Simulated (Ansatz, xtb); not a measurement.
Species: GaI$_{2}$, charge 0, multiplicity 2. It need not be the lowest isomer of its formula. 
Geometry from a B3LYP-D3(BJ)/def2-TZVP (Ansatz, a first-principles code) optimisation:
```xyz
3

Ga     0.8416     0.3935     0.2756
I     -0.5703     1.5785    -1.5088
I      0.0780    -1.8087     1.3476
```
Charge 0, spin multiplicity 2.

Harmonic wavenumbers from GFN2-xTB (xtb, at its own minimum), cm⁻¹: 42, 182, 233.

Question: Give the harmonic wavenumbers at B3LYP-D3(BJ)/def2-TZVP (Ansatz, finite differences of forces, unscaled).

Answer: 53, 177, 240 cm⁻¹. Zero-point energy 0.7 kcal/mol.

Question: From these and the geometry, give the ideal-gas thermochemistry at 298.15 K and 1 atm (rigid rotor, harmonic oscillator).

Answer: Point group C2v, rotational symmetry number 2. Rotational constants 5.89, 0.3972, 0.3721 GHz. S(trans) 43.22, S(rot) 28.91, S(vib) 8.88, S(elec, spin only) 1.38, S 82.4 cal/(mol K). H(298) - H(0) 3.58 kcal/mol; G - E(el) -20.3 kcal/mol.
